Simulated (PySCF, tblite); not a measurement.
Isomers of C4H10NOSi (doublet state), one GFN2-xTB conformer each. Single-point energies are computed at B3LYP/pcH-1 (PySCF, gas phase, no added dispersion term), electronic only. GFN2-xTB treats the open shell by occupation alone, and not every SCF solution was tested for stability.

```tsv
SMILES	GFN2-xTB relative energy (kcal/mol)
C[C@@H]1C[Si@@](C)([NH])O1	0.0
C[C@@H]1[CH][Si@@](C)(N)O1	4.2
```

Conformers: `[CH3:1][C@@H:2]1[CH2:3][Si@@:4]([CH3:5])([NH:6])[O:7]1` (doublet state) with C3–Si4–N6–H -111°; `[CH3:1][C@@H:2]1[CH:3][Si@@:4]([CH3:5])([NH2:6])[O:7]1` (doublet state) with C3–Si4–N6–H 42° and -103°.

Question: What does B3LYP/pcH-1 give for the same structures?

Answer: 
| SMILES | B3LYP/pcH-1 E (Eh) | B3LYP/pcH-1 (kcal/mol) | GFN2-xTB (kcal/mol) | point group |
| --- | --- | --- | --- | --- |
| C[C@@H]1[CH][Si@@](C)(N)O1 | -577.95930 | 0.0 | 4.2 | C1 |
| C[C@@H]1C[Si@@](C)([NH])O1 | -577.92587 | 21.0 | 0.0 | C1 |

GFN2-xTB puts C[C@@H]1C[Si@@](C)([NH])O1 lowest instead. 

Question: What happens when harmonic zero-point energies from GFN2-xTB frequencies are added?

Answer: 
| SMILES | ZPE (kcal/mol) | electronic (kcal/mol) | with ZPE (kcal/mol) |
| --- | --- | --- | --- |
| C[C@@H]1[CH][Si@@](C)(N)O1 | 84.5 | 0.0 | 0.0 |
| C[C@@H]1C[Si@@](C)([NH])O1 | 85.2 | 21.0 | 21.6 |

The zero-point energies span 0.7 kcal/mol. The order is unchanged.
